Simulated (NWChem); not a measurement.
System: CH$_{3}$ClMgS; SMILES C[S][Mg][Cl]

Parts of the log:

```
             Northwest Computational Chemistry Package (NWChem) 7.3.0
             --------------------------------------------------------

 C1  symmetry detected

                             Geometry "geometry" -> ""
                             -------------------------

 Output coordinates in angstroms (scale by  1.889725989 to convert to a.u.)

  No.       Tag          Charge          X              Y              Z
 ---- ---------------- ---------- -------------- -------------- --------------
    1 Mg                  12.0000     0.21877698    -0.49710719     0.00080459
    2 Cl                  17.0000    -0.11032902    -2.67545216    -0.00031037
    3 S                   16.0000     0.61313426     1.76694155    -0.00029405
    4 C                    6.0000    -1.06120182     2.51331106    -0.00018735
    5 H                    1.0000    -1.61964339     2.27943121    -0.91726489
    6 H                    1.0000    -0.92008894     3.60206324     0.04208764
    7 H                    1.0000    -1.65293527     2.21554738     0.87662752

 Effective nuclear repulsion energy (a.u.)     204.7927227045

                                 NWChem DFT Module
                                 -----------------

 Summary of "ao basis" -> "ao basis" (spherical)
 ------------------------------------------------------------------------------
       Tag                 Description            Shells   Functions and Types
 ---------------- ------------------------------  ------  ---------------------
 Mg                         pcseg-1                  6       10   4s2p
 Cl                         pcseg-1                  8       18   4s3p1d
 S                          pcseg-1                  8       18   4s3p1d
 C                          pcseg-1                  6       14   3s2p1d
 H                          pcseg-1                  3        5   2s1p

            General Information
            -------------------
          SCF calculation type: DFT
          Wavefunction type:  closed shell.
          No. of atoms     :     7
          No. of electrons :    54
           Alpha electrons :    27
            Beta electrons :    27
          Charge           :     0
          Spin multiplicity:     1
          Use of symmetry is: off; symmetry adaption is: off
          Maximum number of iterations: 150
          AO basis - number of functions:    75
                     number of shells:    37
          Convergence on energy requested:  1.00D-06
          Convergence on density requested:  1.00D-05
          Convergence on gradient requested:  5.00D-04

              XC Information
              --------------
                  TPSS metaGGA Exchange Functional  1.000
             TPSS03 metaGGA Correlation Functional  1.000

             Grid Information
             ----------------
          Grid used for XC integration:  medium
          Radial quadrature: Mura-Knowles
          Angular quadrature: Lebedev.
          Tag              B.-S. Rad. Rad. Pts. Rad. Cut. Ang. Pts.
          ---              ---------- --------- --------- ---------
          Mg                  1.50       88          11.0       590
          Cl                  1.00       88          15.0       590
          S                   1.00       88          12.0       590
          C                   0.70       49          13.0       434
          H                   0.35       45          14.0       434
          Grid pruning is: on
          Number of quadrature shells:   448
          Spatial weights used:  Erf1

      Superposition of Atomic Density Guess
      -------------------------------------

 Sum of atomic energies:       -1095.61328279

      Non-variational initial energy
      ------------------------------

 Total energy =   -1096.634278
 1-e energy   =   -1923.422545
 2-e energy   =     621.995544
 HOMO         =      -0.300652
 LUMO         =      -0.069880

     ---------------------------------------------
      Total Density - Mulliken Population Analysis
     ---------------------------------------------

    Atom       Charge   Shell Charges
 -----------   ------   -------------------------------------------------------
    1 Mg  12    10.74   2.00  2.00  0.41  0.07  6.01  0.25
    2 Cl  17    17.73   2.00  2.00  1.23  0.73  6.00  4.05  1.72  0.00
    3 S   16    16.63   2.00  2.00  1.18  0.70  5.99  3.38  1.34  0.03
    4 C    6     6.41   2.00  0.77  0.51  1.97  1.15  0.02
    5 H    1     0.83   0.70  0.11  0.02
    6 H    1     0.83   0.70  0.11  0.02
    7 H    1     0.83   0.70  0.11  0.02

   convergence    iter        energy       DeltaE   RMS-Dens  Diis-err
 ---------------- ----- ----------------- --------- --------- ---------
 d= 0,ls=0.0,diis     1  -1098.4508888315 -1.30D+03  1.83D-02  3.35D-01
 d= 0,ls=0.0,diis     2  -1098.4409898967  9.90D-03  1.15D-02  3.26D-01
 d= 0,ls=0.0,diis     3  -1098.4940647040 -5.31D-02  2.65D-03  3.04D-02
 d= 0,ls=0.0,diis     4  -1098.4990678629 -5.00D-03  6.83D-04  1.86D-03
 d= 0,ls=0.0,diis     5  -1098.4993552681 -2.87D-04  1.67D-04  9.67D-05
  Resetting Diis
 d= 0,ls=0.0,diis     6  -1098.4993697567 -1.45D-05  3.92D-05  8.83D-06
 d= 0,ls=0.0,diis     7  -1098.4993711287 -1.37D-06  1.71D-05  2.07D-07
 d= 0,ls=0.0,diis     8  -1098.4993710971  3.16D-08  1.07D-05  3.73D-07
 d= 0,ls=0.0,diis     9  -1098.4993711657 -6.85D-08  1.43D-06  5.38D-09

         Total DFT energy =    -1098.499371165652
      One electron energy =    -1926.718674740580
           Coulomb energy =      700.531602797238
    Exchange-Corr. energy =      -77.105021926825
 Nuclear repulsion energy =      204.792722704515

 Numeric. integr. density =       53.999998036193

                       DFT Final Molecular Orbital Analysis
                       ------------------------------------

 Vector   25  Occ=2.000000D+00  E=-2.769793D-01
              MO Center= -9.8D-02, -2.6D+00, -3.1D-04, r^2= 1.4D+00
   Bfn.  Coefficient  Atom+Function         Bfn.  Coefficient  Atom+Function
  ----- ------------  ---------------      ----- ------------  ---------------
    20      0.738651  2 Cl pz                23      0.381796  2 Cl pz
    17     -0.286869  2 Cl pz                10      0.104217  1 Mg pz
     7     -0.043950  1 Mg pz                38      0.029321  3 S  pz
    25      0.025029  2 Cl d -1

 Vector   26  Occ=2.000000D+00  E=-2.497749D-01
              MO Center=  4.3D-01,  1.6D+00,  3.2D-03, r^2= 2.9D+00
   Bfn.  Coefficient  Atom+Function         Bfn.  Coefficient  Atom+Function
  ----- ------------  ---------------      ----- ------------  ---------------
    37      0.508905  3 S  py                36      0.363316  3 S  px
     3     -0.255696  1 Mg s                  9     -0.213630  1 Mg py
    40      0.198088  3 S  py                34     -0.192290  3 S  py
    32      0.182822  3 S  s                 39      0.182900  3 S  px
    31      0.163227  3 S  s                 19      0.159829  2 Cl py

 Vector   27  Occ=2.000000D+00  E=-2.134733D-01
              MO Center=  4.7D-01,  1.7D+00, -3.0D-03, r^2= 2.2D+00
   Bfn.  Coefficient  Atom+Function         Bfn.  Coefficient  Atom+Function
  ----- ------------  ---------------      ----- ------------  ---------------
    38      0.696763  3 S  pz                41      0.411236  3 S  pz
    35     -0.260801  3 S  pz                61      0.131400  5 H  s
    71     -0.125121  7 H  s                 10      0.120798  1 Mg pz
    52     -0.107094  4 C  pz                62      0.093269  5 H  s
    72     -0.087326  7 H  s                 20     -0.058166  2 Cl pz

 Vector   28  Occ=0.000000D+00  E=-8.112348D-02
              MO Center=  1.7D-01, -4.0D-01,  6.3D-03, r^2= 5.9D+00
   Bfn.  Coefficient  Atom+Function         Bfn.  Coefficient  Atom+Function
  ----- ------------  ---------------      ----- ------------  ---------------
     4      0.800728  1 Mg s                  3      0.645749  1 Mg s
    32     -0.417250  3 S  s                 14     -0.339229  2 Cl s
    37      0.312354  3 S  py                40      0.286587  3 S  py
     2     -0.279940  1 Mg s                 19     -0.269721  2 Cl py
    22     -0.249285  2 Cl py                31     -0.125586  3 S  s

 Vector   29  Occ=0.000000D+00  E=-3.501870D-02
              MO Center=  8.5D-02,  6.9D-01,  4.7D-03, r^2= 5.2D+00
   Bfn.  Coefficient  Atom+Function         Bfn.  Coefficient  Atom+Function
  ----- ------------  ---------------      ----- ------------  ---------------
    49      0.957082  4 C  s                  8      0.662006  1 Mg px
    39      0.431418  3 S  px                32     -0.413588  3 S  s
    53      0.324702  4 C  px                40     -0.305297  3 S  py
    67     -0.248729  6 H  s                 72     -0.218891  7 H  s
    62     -0.197703  5 H  s                 50      0.181916  4 C  px

 Vector   30  Occ=0.000000D+00  E= 1.720980D-04
              MO Center=  5.1D-02, -2.1D-01, -5.3D-03, r^2= 4.0D+00
   Bfn.  Coefficient  Atom+Function         Bfn.  Coefficient  Atom+Function
  ----- ------------  ---------------      ----- ------------  ---------------
    10      0.981376  1 Mg pz                72      0.479246  7 H  s
    62     -0.464434  5 H  s                 55     -0.356904  4 C  pz
    38     -0.250911  3 S  pz                 7     -0.234873  1 Mg pz
    20     -0.215269  2 Cl pz                23     -0.112740  2 Cl pz
    35      0.083464  3 S  pz                52     -0.075675  4 C  pz

     ---------------------------------------------
      Total Density - Mulliken Population Analysis
     ---------------------------------------------

    Atom       Charge   Shell Charges
 -----------   ------   -------------------------------------------------------
    1 Mg  12    11.07   2.00  1.99  0.52 -0.05  6.00  0.60
    2 Cl  17    17.55   2.00  1.99  1.23  0.76  5.99  3.84  1.73  0.01
    3 S   16    16.45   2.00  1.99  1.19  0.74  5.98  3.27  1.23  0.05
    4 C    6     6.32   1.99  0.74  0.49  2.10  0.98  0.03
    5 H    1     0.87   0.77  0.09  0.02
    6 H    1     0.86   0.77  0.08  0.02
    7 H    1     0.88   0.77  0.09  0.02

     -------------------------------------------
      Total Density - Lowdin Population Analysis
     -------------------------------------------

    Atom       Charge   Shell Charges
 -----------   ------   -------------------------------------------------------
    1 Mg  12    11.16   2.00  1.94  0.42  0.13  5.92  0.75
    2 Cl  17    17.48   2.00  1.96  1.07  0.85  5.92  3.59  2.08  0.01
    3 S   16    16.29   2.00  1.95  0.99  0.71  5.91  3.04  1.64  0.06
    4 C    6     6.26   1.98  0.56  0.40  1.93  1.31  0.07
    5 H    1     0.94   0.67  0.22  0.05
    6 H    1     0.93   0.67  0.21  0.05
    7 H    1     0.94   0.68  0.22  0.05

     Multipole analysis of the density
     ---------------------------------

     L   x y z        total         alpha         beta         nuclear
     -   - - -        -----         -----         ----         -------
     0   0 0 0     -0.000000    -27.000000    -27.000000     54.000000

     1   1 0 0     -0.486479     -0.243240     -0.243240     -0.000000
     1   0 1 0      0.652392      0.326196      0.326196      0.000000
     1   0 0 1      0.003549      0.001775      0.001775      0.000000

     2   2 0 0    -31.181686    -50.864263    -50.864263     70.546839
     2   1 1 0     -4.717036      7.683441      7.683441    -20.083919
     2   1 0 1     -0.001051      0.001417      0.001417     -0.003886
     2   0 2 0    -43.114346   -442.202069   -442.202069    841.289791
     2   0 1 1      0.004685      0.000291      0.000291      0.004102
     2   0 0 2    -32.241923    -18.998584    -18.998584      5.755245
```

Level: TPSS/pcseg-1. Coordinates come from a PBE0/def2-SVP optimisation.

Problem. Write an input that gives this output.

Solution. Several could match; the one computed here: the input that was run:
```
start job
memory heap 200 mb stack 900 mb global 1100 mb
geometry units angstroms noautoz
  Mg     0.546785    -0.803776     0.003803
  Cl     0.842222    -2.986933    -0.002625
  S      0.289952     1.479959     0.008981
  C     -1.526388     1.726554    -0.014866
  H     -1.984079     1.349324    -0.939963
  H     -1.697059     2.810973     0.029723
  H     -2.022805     1.270958     0.853246
end
basis spherical
  * library pcseg-1
end
dft
  xc xtpss03 ctpss03
  iterations 150
  mulliken
end
task dft energy
```
